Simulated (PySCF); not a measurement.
C₂H₄ClFSi₂, SMILES [Si@@H](C#C)(F)[SiH2]Cl.

Geometry: PBE-D3(BJ)/def2-SVP. The structure was generated by enumeration; whether it is a known compound was not checked. Other conformers were not sampled.

Two levels are set side by side: TDDFT-PBE/def2-SVPD (PySCF) and TDDFT-CAM-B3LYP/def2-SVPD (PySCF). Vertical, same geometry. The lowest singlet is HOMO→LUMO 98 % with PBE and HOMO→LUMO 63 %, HOMO−2→LUMO 12 % with the other functional; states are paired by order. Differences are taken from unrounded values.

| quantity | TDDFT-CAM-B3LYP |
|---|---|
| lowest singlet excitation (eV) | 5.35 |
| lowest triplet excitation (TDA) (eV) | 4.61 |

Q: What does TDDFT-PBE give, and how far is it from TDDFT-CAM-B3LYP? (The exact figures need the calculation; the answer reports its results.)

A: 
```json
[
 {"quantity": "lowest singlet excitation (eV)", "TDDFT-PBE": "4.81", "TDDFT-PBE minus TDDFT-CAM-B3LYP": "-0.54"},
 {"quantity": "lowest triplet excitation (TDA) (eV)", "TDDFT-PBE": "4.40", "TDDFT-PBE minus TDDFT-CAM-B3LYP": "-0.21"}
]
```

Functionals without exact exchange tend to place singlet excitations lower, as here. Differences between two approximate levels are no errors against the true value.

Rough cost on one machine, each run with all the roots and properties that it gave: TDDFT-CAM-B3LYP against TDDFT-PBE about 8 times.
